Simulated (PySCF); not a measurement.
A structure optimised at PBE0-D3(BJ)/def2-SVP, used in a PySCF frequency run:

```xyz
9

F     -1.6267     0.2004     1.3863
C     -0.6275    -0.4364     0.7491
C     -0.6275    -0.4364    -0.7491
F     -1.6267     0.2004    -1.3863
C      0.3567     0.4048     0.0000
Cl     2.0633     0.0227     0.0000
H     -0.2706    -1.3304     1.2723
H     -0.2706    -1.3304    -1.2723
H      0.1341     1.4765     0.0000
```
Charge 0, spin multiplicity 1.

Problem. Write its SMILES, formula and point group.

Solution. F[C@@H]1[C@H](F)[C@H]1Cl, C3H3ClF2, Cs

Problem. What are its rotational constants (standard atomic weights)?

Solution. 4.8788, 1.8281, 1.4341 GHz
